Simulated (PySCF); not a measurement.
Polarisability and C₆ of Br⁺ (bromine, charge +1)

[Ar] 3d10 4s2 4p4, high-spin 3P determinant. Computed with PySCF 2.14 in aug-cc-pwCVDZ-PP with ECP10MDF, with a scalar-relativistic core potential. Coupled (time-dependent) response in atomic units; α is the mean over directions. A double-zeta set is small for polarisabilities.

| method | mean α (bohr³) | α xx, yy, zz | C₆ (like pair) | S(−4) |
| --- | --- | --- | --- | --- |
| UHF | 12.28 | 11.93, 12.97, 11.93 | 76.80 | 29.73 |
| PBE | 12.75 | 12.27, 13.73, 12.27 | 80.34 | 33.35 |
| PBE0 | 12.53 | 12.09, 13.40, 12.09 | 78.60 | 31.61 |
| M06-L | 13.02 | 12.53, 13.99, 12.53 | 84.20 | 33.61 |
| B3LYP | 12.58 | 12.11, 13.50, 12.11 | 78.77 | 32.28 |

S(−4) is the Cauchy moment in α(ω) = α(0) + S(−4) ω² + …

Spin-orbit coupling is absent.

α(iu) at PBE0:

```json
{"u (hartree)": "0", "α(iu) (bohr³)": "12.53"}
{"u (hartree)": "0.0500", "α(iu) (bohr³)": "12.45"}
{"u (hartree)": "0.100", "α(iu) (bohr³)": "12.22"}
{"u (hartree)": "0.200", "α(iu) (bohr³)": "11.40"}
{"u (hartree)": "0.300", "α(iu) (bohr³)": "10.27"}
{"u (hartree)": "0.500", "α(iu) (bohr³)": "7.869"}
{"u (hartree)": "0.750", "α(iu) (bohr³)": "5.489"}
{"u (hartree)": "1.00", "α(iu) (bohr³)": "3.912"}
{"u (hartree)": "1.50", "α(iu) (bohr³)": "2.218"}
{"u (hartree)": "2.00", "α(iu) (bohr³)": "1.429"}
{"u (hartree)": "3.00", "α(iu) (bohr³)": "0.7634"}
{"u (hartree)": "5.00", "α(iu) (bohr³)": "0.3615"}
```

A single London oscillator, α(iu) = α/(1 + u²/ω²), gives C₆ = (3/4) ω α². Matching the computed C₆ needs ω = 4 × 78.60 / (3 × 12.53²) = 0.668 hartree.

For an ion, C₆ is the dispersion term alone; charge-induced terms of lower order in 1/R come first.

The components differ because the open shell of this determinant is not spherical; for a pure term their mean is the scalar polarisability.

Energies and moments cover only the electrons outside the core potential.
